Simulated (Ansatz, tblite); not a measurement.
Cost and result up the ladder for (H2Ga-mu-H)2 (Ga2H6) (8 atoms). The state is a singlet with charge 0. Geometry: PBE0-D4/def2-TZVP.

```xyz
8

Ga    0.0983    0.8345    0.9828
H     0.4630    2.2858    0.5618
H    -0.1612    0.2296    2.3909
H    -1.1534    0.2538   -0.0984
Ga   -0.0984   -0.8349   -0.9825
H    -0.4626   -2.2908   -0.5777
H     0.1638   -0.2149   -2.3837
H     1.1506   -0.2631    0.1067
```

Ansatz on 4 threads of Arm Neoverse V2 on a shared host; xTB runs through tblite on one thread. Times are rough, summed over both states, and most runs start from the orbitals of an earlier one. PBE0-D4/def2-TZVP serves as the yardstick here, not as an exact answer. The other state is a doublet.

The xTB rows come from tblite.

Raw xTB energies of ions are shifted by several eV.

```tsv
level	functions	wall time	vertical IE (eV)	difference from PBE0-D4/def2-TZVP (eV)
GFN2-xTB	24	0.004 s	14.70	3.97
GFN1-xTB	30	0.006 s	14.85	4.12
PBE-D4/def2-TZVP (with forces)	132	2.4 s	10.28	-0.44
PBE0-D4/def2-TZVP	132	3 s	10.73	0.00
r2SCAN-D4/def2-TZVP	132	5 s	10.49	-0.24
```
